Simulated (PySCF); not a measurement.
HI2Si, SMILES I[SiH]I (connectivity only; charge and spin as stated), charge +1, multiplicity 1. Atoms are numbered in the order given.

```xyz
4

I      0.0000    -2.0677     0.1504
Si     0.0000     0.0000    -0.9645
I      0.0000     2.0677     0.1504
H      0.0000     0.0000    -2.4438
```
Charge +1, spin multiplicity 1.

Geometry optimised at B3LYP-D3(BJ)/def2-SVP. The spin state was assumed, not searched. The isomer is the one that the SMILES or the coordinates give; other isomers of the formula were not compared. The def2 effective core potentials stand for the cores of I; spin–orbit coupling is left out.

Level of theory: CAM-B3LYP/def2-TZVPD run with PySCF.

Mulliken values depend strongly on the basis, most of all with diffuse functions as here. ESP charges are fitted to the potential on shells at 1.4 to 2.0 van der Waals radii. Atomic charges (e):

```json
[
 {"atom": "I1", "Mulliken": "0.29", "ESP fit": "0.40"},
 {"atom": "Si2", "Mulliken": "0.35", "ESP fit": "-0.02"},
 {"atom": "I3", "Mulliken": "0.29", "ESP fit": "0.40"},
 {"atom": "H4", "Mulliken": "0.08", "ESP fit": "0.23"}
]
```
